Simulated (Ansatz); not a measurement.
Coupled-cluster diagnostics for the cluster Be3O3, Ansatz.

Geometry of the singlet (r2SCAN-D4/def2-SVP):

```csv
atom,x (Å),y (Å),z (Å)
Be1,1.0690,-1.2218,1.1885
Be2,0.6503,0.7842,1.0773
Be3,-0.0321,-1.3590,-0.5384
O4,-0.6163,-0.2773,-1.4347
O5,-1.0274,0.5067,-0.2658
O6,-0.0435,1.5672,-0.0269
```

Correlated methods freeze 3 core orbitals. The structure holds 2 bond(s) between oxygen atoms. Another isomer (singlet) lies 13.54 eV lower at PBE0-D4/def2-TZVP; other spin states weren't run for this one.

Task: Estimate the CCSD(T) correlation energy, the shares of MP2 and (T), T1 and the reference's ⟨S²⟩ for: charge 0, singlet, own geometry in def2-TZVPP; and the rough time on 4 threads of Intel Xeon Platinum 8488C on a shared host.

Result: 
```
                          state       basis  correlation (eV)  MP2 share (%)  (T) share (%)     T1  ⟨S²⟩ (pure)  wall time           remarks
charge 0, singlet, own geometry  def2-TZVPP           -26.432           93.1            4.2  0.022  0.00 (0.00)       18 s  large T1 (0.022)
```
Customary marks for T1 are 0.02 (closed shells), 0.045 (open shells) and about 0.05 (3d metals). T1 exceeds 0.02 in 1 of 1 rows and 0.045 in 0; the higher it lies, the less the single-reference result can be trusted.
